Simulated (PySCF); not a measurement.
Adding and removing an electron: ZnC

ROHF-CCSD; basis Zn pcseg-1, C pcseg-1; no relativity; PySCF 2.14. Neutral (ROHF): triplet (π ↑↑), Re = 2.025 Å, ωe = 453 cm⁻¹, De = 0.71 eV.

ZnC⁺ (ROHF): doublet (π ↑), Re = 2.129 Å, ωe = 426 cm⁻¹, De = 1.30 eV to Zn⁺ + C. The energies at the minima are -1815.61592 hartree for ZnC and -1815.31610 for ZnC⁺.

Task: Work out the adiabatic ionisation energy, without and with harmonic zero-point energies (1 hartree = 27.2114 eV, 1 eV = 8065.5 cm⁻¹), and the change of the bond length.

Result: At ROHF-CCSD: 0.29982 hartree = 8.159 eV between the minima; the zero-point term (426.0 − 453.0)/2 cm⁻¹ = -0.002 eV makes it 8.157 eV. Re changes by +10.4 pm against the neutral. The electron leaves a π orbital, and the longer bond of the ion fits a bonding orbital, or a change in how ionic the bond is.

Correlated steps freeze 6 core orbitals. Correlated levels converge slowly with the basis: in double zeta they bind strong bonds too weakly, by up to about 1 eV, and carry superposition errors of some tenths. For an ion De counts to the pair picked by the measured ionisation energies or electron affinities, which need not be the lowest pair at this level. The CCSD T1 diagnostic is raised in ZnC, a sign that a single reference may not be enough there. States were picked by a PBE0 search and need not be the measured ground states.
